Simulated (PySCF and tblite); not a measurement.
The numbers below are computed, except where a source is named.
# Dynamics report: ring inversion

System: C₈H₈, numbered as in [CH:1]1=[CH:2]\[CH:3]=[CH:4]/[CH:5]=[CH:6]\[CH:7]=[CH:8]/1.

Motion: inversion of the 8-membered ring (1–2–3–4–5–6–7–8). Geometries: GFN2-xTB; energies: PBE0/pcSseg-1 + D3(BJ), IEF-PCM tetrahydrofuran; zero-point and thermal terms from GFN2-xTB harmonic modes (soft modes blended into free rotors). Rate constants are transition-state-theory values, counting equivalent paths, without tunnelling. (PySCF 2.14 with density fitting, tblite 0.8.)

| point | symmetry | E(GFN2) kcal/mol | E(DFT) kcal/mol | ZPE change kcal/mol | lowest mode cm⁻¹ | dipole D |
| --- | --- | --- | --- | --- | --- | --- |
| start | D2d | 0.0 | 0.0 | 0.00 | 156 | 0.00 |
| saddle | D4h | 11.2 | 11.2 | 0.95 | 148i | 0.00 |
| end | D2d | 0.0 | 0.0 | 0.00 | 156 | 0.00 |

```
Electronic barrier                                      : 11.2 kcal/mol
Barrier with zero-point energy                          : 12.1 kcal/mol
ΔH‡ (298 K)                                             : 11.7 kcal/mol
ΔS‡ (298 K, symmetry apart)                             : -2.4 cal/(mol K)
Paths                                                   : 1 equivalent path
End point                                               : the same structure with atoms interchanged, or its mirror image
Mean lifetime of the start against this motion at 298 K : 200 µs
Cost                                                    : 47 s on 1 thread of AMD EPYC 7B13, shared host (rough), peak memory 0.88 GiB, launched as `OMP_NUM_THREADS=1 python ens_run.py task.json out`
```

```tsv
T/K	ΔG‡ kcal/mol	k s⁻¹
200	12.2	0.19
250	12.3	92
298	12.4	5060
350	12.5	1.1×10⁵
400	12.7	1×10⁶
```

ΔG and ΔG‡ leave out symmetry numbers and mirror images; rates count paths: 1 out.
